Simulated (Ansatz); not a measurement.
Ideal-gas functions of AlBH₂OS, SMILES `S[B]1[O][AlH]1` at 400 K and 1 bar, from an Ansatz frequency run at PBE0-D4/def2-TZVP.

Molar mass 87.88 g/mol, point group Cs (symmetry number 1), electronic degeneracy 1, moments of inertia 23.078, 231.285, 254.363 u Å². Harmonic wavenumbers (cm⁻¹, unscaled): 229, 236, 360, 392, 444, 460, 646, 793, 950, 1355, 1945, 2729.

Use S(trans) = R[1.5 ln M + 2.5 ln T − 1.1517]; rotational temperatures θ = 24.2544 K / I; S(rot) = R[ln(√π/σ · √(T³/θAθBθC)) + 1.5]; for each mode x = 1.438777 ν̃/T, S = R[x/(eˣ − 1) − ln(1 − e⁻ˣ)] and H = RT x/(eˣ − 1); 1 cm⁻¹ = 0.0119627 kJ/mol; R = 8.31446 J/(mol·K).

**Question.** By hand: the entropy, in J/(mol·K).

**Answer.** Translation 170.8. Rotation: θ = 1.051, 0.1049, 0.0954 K, giving 110.9. Vibration, mode by mode: 10.16, 9.92, 6.72, 6.11, 5.25, 5.02, 2.95, 1.95, 1.24, 0.38, 0.06, 0.00, in all 49.8. Electronic 0.0. Sum 331.5 J/(mol·K).

**Question.** By hand: H − E and G − E in kJ/mol, counted from the electronic energy.

**Answer.** Zero-point energy ½ × 10539 × 0.0119627 = 63.0; thermal vibration 12.0; translation, rotation and pV give 4 RT = 13.3. H − E = 88.3 kJ/mol, and G − E = 88.3 − 400 × 331.5/1000 = -44.3 kJ/mol.

Vibration gives 15 % of the entropy. The sum counts one conformer and one mirror image; others add a mixing term.
